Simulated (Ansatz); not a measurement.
Geometry optimisation, RHF/6-31G* in Ansatz.

Input file:

```yaml
crystal:
  periodic: [false, false, false]
  atoms:
    - { symbol: B, position_ang: [-0.050396, -0.18911, -0.063168] }
    - { symbol: O, position_ang: [-0.004216, -0.532005, 1.290828] }
    - { symbol: H, position_ang: [-0.829008, -0.857696, 1.618519] }
    - { symbol: "N", position_ang: [1.19029, -0.072494, -0.724781] }
    - { symbol: H, position_ang: [2.0481, -0.264702, -0.260643] }
    - { symbol: H, position_ang: [1.300358, 0.300265, -1.639203] }
    - { symbol: "N", position_ang: [-1.299859, -0.073427, -0.735527] }
    - { symbol: H, position_ang: [-2.136835, 0.1446, -0.243461] }
    - { symbol: H, position_ang: [-1.345124, 0.205287, -1.689679] }
    - { symbol: Cl, position_ang: [-0.008235, 2.646081, 1.140593] }
    - { symbol: H, position_ang: [0.375125, 1.577901, 1.811023] }
basis:
  gaussian: { orbitals: "6-31G*" }
hamiltonian:
  xc: hf
relax:
  f_tol: 0.03
  max_steps: 50
```

Run as:

```bash
$ ansatz run input.yaml --threads 1 --pin off --max-ram 2048MiB --backend cpu --events-out ev --progress --plain --runs-dir out
```

Question: Where does it end, and by what steps?

Answer: The run converged. The force dipped under the threshold on the way, but the program's further checks kept it going. After 28 steps the energy has fallen by 0.319 eV; Cl10 moved furthest, 2.16 Å.

| step | energy less start (eV) | largest force component (eV/Å) | accepted |
| --- | --- | --- | --- |
| 0 | 0.0000 | 1.197 | yes |
| 1 | -0.1125 | 1.041 | yes |
| 2 | -0.1607 | 0.878 | yes |
| 3 | -0.1128 | 2.145 | no |
| 4 | -0.1851 | 0.657 | yes |
| 5 | -0.2058 | 0.594 | yes |
| 6 | -0.2303 | 0.383 | yes |
| 7 | -0.2559 | 0.178 | yes |
| 8 | -0.2665 | 0.258 | yes |
| 9 | -0.2806 | 0.145 | yes |
| 10 | -0.2860 | 0.502 | yes |
| 11 | -0.2946 | 0.316 | yes |
| 12 | -0.3023 | 0.172 | yes |
| 13 | -0.3032 | 0.347 | yes |
| 14 | -0.3082 | 0.177 | yes |
| 15 | -0.3107 | 0.085 | yes |
| 16 | -0.3126 | 0.057 | yes |
| 17 | -0.3114 | 0.261 | no |
| 18 | -0.3143 | 0.067 | yes |
| 19 | -0.3151 | 0.107 | yes |
| 20 | -0.3154 | 0.181 | yes |
| 21 | -0.3167 | 0.074 | yes |
| 22 | -0.3173 | 0.010 | yes |
| 23 | -0.3177 | 0.011 | yes |
| 24 | -0.3168 | 0.157 | no |
| 25 | -0.3182 | 0.037 | yes |
| 26 | -0.3182 | 0.051 | yes |
| 27 | -0.3185 | 0.034 | yes |
| 28 | -0.3186 | 0.013 | yes |

```xyz
11
Properties=species:S:1:pos:R:3
B -0.275 -0.020 -0.275
O -0.515 0.446 1.011
H -1.374 0.240 1.347
N 1.019 0.193 -0.797
H 1.731 0.648 -0.273
H 1.294 -0.059 -1.717
N -1.296 -0.682 -1.008
H -2.227 -0.803 -0.682
H -1.157 -1.035 -1.927
Cl 1.420 2.357 2.738
H 0.620 1.602 2.088
```

Whether the end is a true minimum wasn't checked by a vibrational analysis.

Run time: 67 s on 1 thread of Arm Neoverse V1, with other jobs on the host, peak memory 0.17 GiB.
